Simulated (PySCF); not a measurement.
## Which functional comes closest?

Molecule: SMILES c1(C#N)ccccn1, C6H4N2.

Bonds (- single, = double, # triple, : aromatic): N1#C2 1.158 Å, C2-C3 1.443 Å, C3:C4 1.401 Å, C4:C5 1.391 Å, C5:C6 1.392 Å, C6:C7 1.397 Å, C7:N8 1.326 Å, N8:C3 1.335 Å. C4 carries H9; C5 carries H10; C6 carries H11; C7 carries H12.

Geometry PBE0-D3(BJ)/def2-SVP throughout; GIAO in PySCF 2.14.0 with density-fitted response routines, gas phase, one conformer, non-relativistic; equivalent atoms averaged; basis pcSseg-1.

Reference values (estimated from measurements, as parent shift plus tabulated substituent increments; solution, not stated per compound (mostly CDCl3 or CCl4); Pretsch, Buehlmann, Badertscher, Structure Determination of Organic Compounds, 4th ed. (2009)): δ(C3) = 134.0 ppm, δ(C4) = 128.5 ppm, δ(C5) = 137.0 ppm, δ(C6) = 126.9 ppm, δ(C7) = 151.2 ppm, δ(H9) = 7.77 ppm, δ(H10) = 7.88 ppm, δ(H11) = 7.60 ppm. Computed shifts are taken against TMS, calculated as an isolated molecule at each level.

Question: How do the functionals HF, PBE, BLYP, OPBE, KT2, PBE0, BHandHLYP, CAM-B3LYP, wB97X-D perform against the reference? Times are CPU seconds on shared hosts with different chips, so compare them loosely.

Answer: 
```csv
functional,kind,C3,C4,C5,C6,C7,H9,H10,H11,mean abs. error C,mean abs. error H,core-s
HF,Hartree–Fock,144.1,135.4,146.6,131.3,158.8,7.78,8.08,7.49,7.7,0.11,11
PBE,GGA,136.9,133.0,138.6,128.3,153.9,7.49,7.67,7.19,2.6,0.30,31
BLYP,GGA,137.8,133.7,139.2,129.0,154.5,7.37,7.54,7.06,3.3,0.43,32
OPBE,GGA,131.1,127.4,132.9,122.7,147.6,7.57,7.78,7.27,3.2,0.21,36
KT2,GGA,129.0,124.9,130.1,120.4,144.7,7.30,7.49,6.99,5.7,0.49,23
PBE0,global hybrid,139.7,135.2,141.8,130.7,156.2,7.65,7.84,7.37,5.2,0.13,24
BHandHLYP,global hybrid,142.9,137.2,145.0,132.9,158.7,7.66,7.86,7.37,7.8,0.12,21
CAM-B3LYP,range-separated hybrid,143.9,138.5,145.8,134.3,159.7,7.62,7.81,7.35,8.9,0.16,34
wB97X-D,range-separated hybrid,141.6,136.1,143.3,131.8,157.4,7.67,7.87,7.40,6.5,0.10,19
```

For ¹³C the closest is PBE (2.6 ppm) and the furthest CAM-B3LYP (8.9 ppm).

For ¹H the closest is wB97X-D (0.10 ppm, with HF, BHandHLYP, PBE0 practically level) and the furthest KT2 (0.49 ppm). One molecule is a small sample, and vibrational and solvent effects are absent from the calculation.
